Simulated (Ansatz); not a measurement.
Reaction: CH6Ge (SMILES [GeH3][CH3]) → CH5Ge (SMILES [CH2][GeH3], doublet) + H (doublet) (the C-H bond breaks)
Each species at its own B3LYP-D3(BJ)/def2-TZVP minimum (Ansatz, a program for electronic structure).

Property: bond dissociation energy (electronic), in kcal/mol. Radicals and triplets start from unrestricted determinants; spin-orbit coupling is neglected. Correlated methods leave the cores frozen (noble-gas shells, and filled d and f shells in the p block). No relativity. CBS(X,Y): correlation extrapolated as X^-3, Hartree-Fock from the larger set. A bracket is a step between two methods taken in the basis named. Double hybrids freeze cores in their MP2 part. For partners of very few electrons the exact lower level stands in for a higher one.

CCSD(T)/CBS(cc-pVTZ,cc-pVQZ) + [CCSDT(Q) - CCSD(T)]/cc-pVTZ (Ansatz) gives 109.8 kcal/mol.

### Question
What does PBE/def2-TZVPD (Ansatz) give here, and how do the other levels compare?

### Answer
PBE gives 106.5 kcal/mol, 3.3 kcal/mol below it. Differences of the others: r2SCAN/def2-TZVPD (Ansatz) -5.2; B3LYP/def2-TZVPD (Ansatz) -2.3; PBE0/def2-TZVPD (Ansatz) -3.6; wB97M-V/def2-TZVPD (Ansatz) -0.1; B2PLYP/def2-TZVPD (Ansatz) -2.4; CCSD(T)/CBS(cc-pVTZ,cc-pVQZ) (Ansatz) 0.0 kcal/mol.
